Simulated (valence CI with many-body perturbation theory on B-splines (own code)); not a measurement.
Forbidden lines of Xe XIII

Calculated by valence CI with perturbative core correlation (CI+MBPT): six valence electrons over a frozen Dirac-Fock core [Kr], a basis of 7 s, 7 p, 8 d, 6 f, 4 g, 1 h functions for each j, with the one-electron correlation potential Σ1, the two-electron term Σ2, the three-electron term Σ3, Breit, model QED; selected CI, second order for the rest, scaled by the run's own slope (own B-spline code, finite nucleus).

No measured spectrum was set against this ion. As an estimate, terms of the open shell hold to 2 to 4 % of their energy, and close levels can change places. Core correlation moves these levels by up to 9400 cm⁻¹, and in measured spectra 5 to 20 % of such shifts remained as error; rates that hang on mixing are uncertain with them. Among the levels kept, up to 1200 cm⁻¹ of a level comes from second order outside the variational space, and about a tenth of that is noise between levels of different J, which matters for small intervals. The list stops below the first excitations out of the core. Only levels of the ground parity were solved; by the run's estimate the other parity begins above the list, which can be wrong where configurations are misplaced.

Lines 51 to 100 of 120 in falling wavelength, among levels below 494300 cm⁻¹, chosen from the decays that carry over 1 % of a level's rate. Wavelengths and rates use the calculated energies, so an error of 2000 cm⁻¹ moves a line at 3815 Å by 7.6 % and its rate by three times that or more. Electric multipoles are in the length gauge, E1 and E2 with the static RPA response of the core. S is in atomic units (e²a₀⁴ for E2 and M2, e²a₀⁶ for E3), for M1 in squared Bohr magnetons. Weak lines are less certain than strong ones. Lines between different terms over intervals too small for the method are left out, as are lines whose strength nearly cancels. Where a level lies close to another of its J and parity, the split of strength between their lines is uncertain.

Names give the largest LS component (configuration and term), which can be under half, so a name can repeat, a term be missing and a line seem to break the LS rules; names also repeat where a configuration has a term twice. Letters in brackets count levels of one name in rising energy.

| λ vac (Å) | Upper | Lower | Type | A (s⁻¹) | S (a.u.) |
| --- | --- | --- | --- | --- | --- |
| 3815 | 4d6 3P_2 [a] | 4d6 5D_3 | M1 | 2.64e+02 | 2.72e+00 |
| 3687 | 4d6 3F_2 [a] | 4d6 5D_1 | M1 | 2.29e+00 | 2.12e-02 |
| 3673 | 4d6 1F_3 | 4d6 3F_2 [a] | M1 | 3.33e+00 | 4.29e-02 |
| 3579 | 4d6 3D_3 | 4d6 3H_4 [a] | M1 | 1.10e+01 | 1.31e-01 |
| 3526 | 4d6 3P_1 [a] | 4d6 3P_2 [a] | M1 | 1.73e+02 | 8.43e-01 |
| 3509 | 4d6 1F_3 | 4d6 3F_3 [a] | M1 | 1.04e+00 | 1.17e-02 |
| 3443 | 4d6 3H_4 [a] | 4d6 5D_4 | M1 | 1.18e+02 | 1.61e+00 |
| 3426 | 4d6 3G_3 | 4d6 3H_4 [a] | M1 | 3.39e+01 | 3.54e-01 |
| 3255 | 4d6 3P_1 [b] | 4d6 3D_1 | M1 | 2.36e+01 | 9.05e-02 |
| 3245 | 4d6 1G_4 [a] | 4d6 3F_3 [a] | M1 | 4.37e+01 | 4.98e-01 |
| 3210 | 4d6 3F_3 [a] | 4d6 5D_2 | M1 | 1.35e+01 | 1.16e-01 |
| 3187 | 4d6 3F_3 [a] | 4d6 5D_3 | M1 | 5.46e+01 | 4.59e-01 |
| 3182 | 4d6 1D_2 [a] | 4d6 3F_2 [a] | M1 | 1.05e+02 | 6.29e-01 |
| 3181 | 4d6 3F_4 | 4d6 3G_3 | M1 | 3.58e+01 | 3.85e-01 |
| 3178 | 4d6 3P_1 [b] | 4d6 1S_0 [a] | M1 | 4.06e+01 | 1.45e-01 |
| 3084 | 4d6 3F_2 [a] | 4d6 5D_2 | M1 | 6.08e+01 | 3.31e-01 |
| 3063 | 4d6 3F_2 [a] | 4d6 5D_3 | M1 | 4.41e+01 | 2.35e-01 |
| 3060 | 4d6 3F_4 | 4d6 3D_3 | M1 | 1.01e+01 | 9.65e-02 |
| 3059 | 4d6 1D_2 [a] | 4d6 3F_3 [a] | M1 | 7.43e+01 | 3.94e-01 |
| 2971 | 4d6 1F_3 | 4d6 3P_2 [a] | M1 | 2.67e+00 | 1.82e-02 |
| 2906 | 4d6 3H_5 | 4d6 5D_4 | M1 | 7.71e+00 | 7.72e-02 |
| 2895 | 4d6 3H_6 | 4d6 5D_4 | E2 | 2.75e-05 | 6.49e-05 |
| 2832 | 4d6 3F_2 [b] | 4d6 3D_2 | M1 | 9.77e+01 | 4.11e-01 |
| 2809 | 4d6 3F_4 | 4d6 3G_4 | M1 | 6.67e+00 | 4.93e-02 |
| 2769 | 4d6 3D_1 | 4d6 5D_0 | M1 | 8.84e+01 | 2.09e-01 |
| 2761 | 4d6 1S_0 [a] | 4d6 5D_1 | M1 | 3.78e+02 | 2.95e-01 |
| 2706 | 4d6 3D_1 | 4d6 5D_1 | M1 | 4.51e+01 | 9.95e-02 |
| 2691 | 4d6 3F_4 | 4d6 3G_5 | M1 | 1.06e+02 | 6.92e-01 |
| 2668 | 4d6 1G_4 [a] | 4d6 3H_5 | M1 | 9.74e+01 | 6.17e-01 |
| 2642 | 4d6 1D_2 [a] | 4d6 3P_2 [a] | M1 | 1.40e+01 | 4.79e-02 |
| 2631 | 4d6 3F_2 [b] | 4d6 3D_1 | M1 | 5.60e+01 | 1.89e-01 |
| 2602 | 4d6 3H_4 [b] | 4d6 5D_3 | M1 | 1.11e+01 | 6.55e-02 |
| 2467 | 4d6 1F_3 | 4d6 3H_4 [a] | M1 | 3.67e+01 | 1.43e-01 |
| 2434 | 4d6 3F_3 [a] | 4d6 5D_4 | M1 | 4.97e+01 | 1.86e-01 |
| 2408 | 4d6 3F_4 | 4d6 3H_4 [b] | M1 | 1.01e+02 | 4.71e-01 |
| 2334 | 4d6 1G_4 [a] | 4d6 3H_4 [a] | M1 | 5.56e+00 | 2.36e-02 |
| 2254 | 4d6 3G_4 | 4d6 5D_3 | M1 | 7.47e+00 | 2.86e-02 |
| 2225 | 4d6 3D_2 | 4d6 5D_2 | M1 | 5.50e+01 | 1.12e-01 |
| 2214 | 4d6 3D_2 | 4d6 5D_3 | M1 | 3.76e+00 | 7.56e-03 |
| 2128 | 4d6 3P_1 [b] | 4d6 3P_2 [a] | M1 | 3.19e+02 | 3.42e-01 |
| 2115 | 4d6 3D_3 | 4d6 5D_3 | M1 | 9.90e+01 | 2.43e-01 |
| 2078 | 4d6 3H_4 [b] | 4d6 5D_4 | M1 | 8.16e+01 | 2.44e-01 |
| 2070 | 4d6 3G_3 | 4d6 5D_2 | M1 | 5.01e+00 | 1.15e-02 |
| 2058 | 4d6 3F_4 | 4d6 3F_3 [a] | M1 | 6.15e+00 | 1.79e-02 |
| 2039 | 4d6 3P_1 [a] | 4d6 5D_1 | M1 | 4.73e+01 | 4.46e-02 |
| 2036 | 4d6 3F_2 [b] | 4d6 3F_3 [a] | M1 | 5.37e+01 | 8.40e-02 |
| 1964 | 4d6 3P_0 [a] | 4d6 5D_1 | M1 | 1.05e+02 | 2.96e-02 |
| 1905 | 4d6 3G_5 | 4d6 5D_4 | M1 | 3.61e+00 | 1.02e-02 |
| 1850 | 4d6 3G_4 | 4d6 5D_4 | M1 | 2.89e+01 | 6.09e-02 |
| 1843 | 4d6 3F_2 [b] | 4d6 3P_2 [a] | M1 | 3.79e+01 | 4.40e-02 |
